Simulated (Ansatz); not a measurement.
Computed with Ansatz on PBE0-D4/def2-TZVP structures; ΔE is electronic, products minus reactants. CCSD(T)/CBS is the MP2 limit (def2-TZVPP, def2-QZVPP) plus CCSD(T) − MP2 in def2-TZVPP, frozen cores. This one scheme is used for every species, atoms too. DFT in def2-TZVPP. No spin–orbit coupling; open shells (•) take unrestricted orbitals. Spin–orbit coupling would lower the free atoms: a little for B, F, O; clearly for Ge. For Ge outer-core shells are correlated without core-valence functions, so the limit isn't a true one: a few kJ/mol of doubt a bond, and 10 to 20 or more in all where bonds break to atoms. Scalar relativity is left out up to krypton.

Reaction (atomization): `FB1[BH][GeH2][O]1` → 2 B• + F• + Ge• + 3 H• + O•

`FB1[BH][GeH2][O]1`:

Cartesian coordinates in Å:
```
F 0.488 -1.066 2.370
B 0.228 -0.514 1.193
B 0.736 -0.888 -0.427
Ge -0.468 0.754 -0.780
O -0.580 0.565 1.078
H 1.403 -1.650 -1.047
H -1.900 0.640 -1.330
H 0.091 2.160 -1.057
```

CCSD(T)/CBS gives +2967.7 kJ/mol.

Another level gave +2948.2 kJ/mol. Which?
A. PBE0-D4/def2-TZVPP
B. r2SCAN/def2-TZVPP
C. MP2/def2-TZVPP
D. SCS-MP2/def2-TZVPP

D. SCS-MP2/def2-TZVPP 2948.2, MP2/def2-TZVPP 2994.8, r2SCAN 3004.4, PBE0-D4 2974.5 kJ/mol.

Largest T1 diagnostic among the species: 0.015.

From BLYP to BHLYP (50 % exact exchange), in def2-TZVPP and without D4, ΔE moves by −83.4 kJ/mol: exact exchange takes away binding that semilocal exchange gives to molecules. The D4 term adds +25.6 kJ/mol with B3LYP and +13.2 kJ/mol with PBE0; it sums over pairs of atoms, weighted by their polarisabilities, and B3LYP, whose exchange is more repulsive, gets the larger term. Leaving LDA and LC-ωPBE aside and taking each functional with its dispersion term where it has one, the values, not all of them listed here, spread over 176.0 kJ/mol, from BHLYP-D4 to PBE-D4. LDA lies +426.7 kJ/mol from PBE without D4, its usual overbinding.

B3LYP here is the variant with VWN-RPA as its local correlation; programs differ in this.

For atomizations the MP2-based limit and the directly extrapolated one differ by several kJ/mol either way, and by 10 to 25 for some Ge, Se and Sn compounds, so smaller differences from it don't rank the levels.
